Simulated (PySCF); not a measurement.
Z-matrix (Å, degrees):
```
Si
C 1 1.8753
H 2 1.0910 1 110.30
H 2 1.0921 3 108.60 1 121.34
H 2 1.0921 3 108.58 4 117.37
Si 1 2.1355 2 123.31 3 0.88
H 6 1.4793 1 120.70 2 -179.89
H 6 1.4818 7 114.57 1 -178.41
Si 1 2.3132 2 120.51 3 179.33
H 9 1.4862 1 107.78 2 -179.33
H 9 1.4893 10 109.24 1 121.37
H 9 1.4894 10 109.23 11 117.35
```
Charge 0, multiplicity 1.

**Question.** Predict the HOMO, HOMO–LUMO gap and LUMO from PBE0-D3(BJ)/def2-TZVP (PySCF).

**Answer.** 
The HOMO is -5.72 eV and the HOMO–LUMO gap comes out as 4.14 eV. The LUMO is -1.58 eV.
